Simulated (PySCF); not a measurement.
# A single-point calculation

[TaBr6]− (singlet). PySCF 2.14.0, RKS CAM-B3LYP, Ta def2-SVP with ECP60, Br def2-SVP; non-relativistic Hamiltonian with scalar-relativistic core potentials where named; density fitting; no spin-orbit coupling. Purpose: singlet excitations, Tamm-Dancoff CAM-B3LYP.

```python
mol = gto.M(atom='''
Ta     0.00000    -0.00000     0.00000
Br    -0.00000     0.00000     2.56088
Br     0.00000    -0.00000    -2.56088
Br     2.56088    -0.00000     0.00000
Br     0.00000     2.56088    -0.00000
Br    -2.56088     0.00000    -0.00000
Br    -0.00000    -2.56088     0.00000''',
    basis={'Ta': 'def2-SVP', 'Br': 'def2-SVP'},
    ecp={'Ta': 'def2-SVP'},
    charge=-1, spin=0)
mf = dft.RKS(mol, xc='CAMB3LYP')
mf.grids.atom_grid = (50, 194)
mf = mf.density_fit()  # fitting sets: Ta def2-universal-JKFIT, Br def2-universal-JKFIT
mf.conv_tol = 1e-08; mf.max_cycle = 55
mf.kernel(dm0)  # dm0: converged density of the relaxed state
td = mf.TDA(); td.nstates = 8; td.kernel()
```

Run from Python with OMP_NUM_THREADS=4; the lines above give its settings. Where DIIS fails, smearing, a level shift and second-order steps follow.
It took 5 min on 4 threads of Arm Neoverse V2, on a shared host, from an already converged density.

Where do the frontier levels lie, over both spins?

HOMO -5.17 eV, LUMO 1.08 eV. 

What does the SCF print?


```
init E= -15501.1930436758
cycle= 1 E= -15501.1899333026  delta_E= 0.00311  |g|= 0.255  |ddm|= 0.492
cycle= 2 E= -15501.1005466552  delta_E= 0.0894  |g|= 0.643  |ddm|= 0.842
cycle= 3 E= -15501.2069570047  delta_E= -0.106  |g|= 0.018  |ddm|= 0.591
cycle= 4 E= -15501.2070325238  delta_E= -7.55e-05  |g|= 0.00641  |ddm|= 0.0239
...
cycle= 7 E= -15501.2070498301  delta_E= -2.78e-08  |g|= 0.000124  |ddm|= 0.000595
cycle= 8 E= -15501.2070498343  delta_E= -4.17e-09  |g|= 8.04e-06  |ddm|= 0.000134
Extra cycle  E= -15501.2070498342  delta_E= 6.18e-11  |g|= 1.57e-05  |ddm|= 2.82e-05
converged SCF energy = -15501.2070498342
```

What are the Mulliken charges and spins?


| atom | charge (e) | spin (e) |
| --- | --- | --- |
| Ta1 | 0.739 | 0.000 |
| Br2 | -0.290 | 0.000 |
| Br3 | -0.290 | 0.000 |
| Br4 | -0.290 | 0.000 |
| Br5 | -0.290 | 0.000 |
| Br6 | -0.290 | 0.000 |
| Br7 | -0.290 | 0.000 |

Which singlet excitations follow (Tamm-Dancoff, 8 states)?


| state | eV | oscillator strength |
| --- | --- | --- |
| 1 | 3.03 | 0.0000 |
| 2 | 3.08 | 0.0000 |
| 3 | 3.08 | 0.0000 |
| 4 | 3.08 | 0.0000 |
| 5 | 3.12 | 0.0000 |
| 6 | 3.12 | 0.0000 |
| 7 | 3.12 | 0.0000 |
| 8 | 3.71 | 0.0000 |
For an anion in a basis without diffuse functions, states above the detachment energy aren't bound: they are resonances at best, or continuum confined by the basis.

The geometry was relaxed with BP86 (Ta def2-SVP with ECP60, Br def2-SVP).
